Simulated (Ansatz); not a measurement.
Species: 2,3-dihydro-1,4-diselenine, C₄H₆Se₂, net charge 0, singlet state. SMILES: C1=C[Se]CC[Se]1
Coordinates optimised at B3LYP-D3(BJ)/def2-TZVP (Ansatz, a program for electronic structure):
```
C
H 1 1.0870
H 1 1.0909 2 108.69
C 1 1.5170 2 111.49 3 122.09
H 4 1.0870 1 111.49 2 173.85
H 4 1.0909 5 108.69 1 -122.09
Se 4 1.9687 5 108.52 6 -112.11
C 7 1.9018 4 99.72 5 -75.82
C 8 1.3295 7 129.52 4 -11.17
H 9 1.0833 8 119.28 7 178.10
H 8 1.0833 9 119.28 10 -1.29
Se 9 1.9018 10 111.20 8 -179.49
```

Quantity: vertical triplet-singlet gap (E(triplet) - E(singlet); each state is the SCF solution reached for its spin), in kcal/mol. Valence correlation only, unless marked. Open shells are spin-unrestricted. Spin-orbit coupling is left out. The frozen core is the preceding noble-gas configuration, with the filled d and f shells of earlier blocks. Non-relativistic. Basis-set limits of correlation are two-point, X^-3; Hartree-Fock from the larger set. [CCSD(T)-MP2]/basis is that difference in the basis named.

| level | program | vertical triplet-singlet gap (kcal/mol) |
|---|---|---|
| SVWN5/def2-TZVPD | Ansatz | 74.7 |
| r2SCAN/def2-TZVPD | Ansatz | 74.7 |
| BHLYP/def2-TZVPD | Ansatz | 80.4 |
| wB97M-V/def2-TZVPD | Ansatz | [?] |
| SCS-MP2/aug-cc-pVTZ | Ansatz | 96.7 |
| CCSD/aug-cc-pVTZ | Ansatz | [?] |
| RI-MP2/CBS(aug-cc-pVTZ,aug-cc-pVQZ)+[CCSD(T)-MP2]/aug-cc-pVTZ | Ansatz | [?] |

Question: What belongs in the gaps?

Answer: 
- wB97M-V/def2-TZVPD, vertical triplet-singlet gap (kcal/mol): 85.7
- CCSD/aug-cc-pVTZ, vertical triplet-singlet gap (kcal/mol): 84.0
- RI-MP2/CBS(aug-cc-pVTZ,aug-cc-pVQZ)+[CCSD(T)-MP2]/aug-cc-pVTZ, vertical triplet-singlet gap (kcal/mol): 85.4
